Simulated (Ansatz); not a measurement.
Ansatz (a first-principles code) input:

Ansatz 0.2 input:
```yaml
crystal:
  periodic: [false, false, false]
  atoms:
    - {symbol: Se, position_ang: [0.02874849, -0.02298349, 0.37505081]}
    - {symbol: F, position_ang: [0.60122254, 1.12803781, -0.69220991]}
    - {symbol: F, position_ang: [-0.70982796, -1.04121128, -0.72464871]}
basis:
  gaussian:
    orbitals: aug-cc-pVDZ
total_charge: 1
magnetization: {spin_polarized: true, initial_magnetization: 1}
correlation: {method: ccsd_t, electrons: outside_noble_gas}
output: {forces: true}
```

Question: What final total energy does it print?

Answer: -2598.87328 Eh (CCSD(T)/aug-cc-pVDZ). The basis has 82 functions.
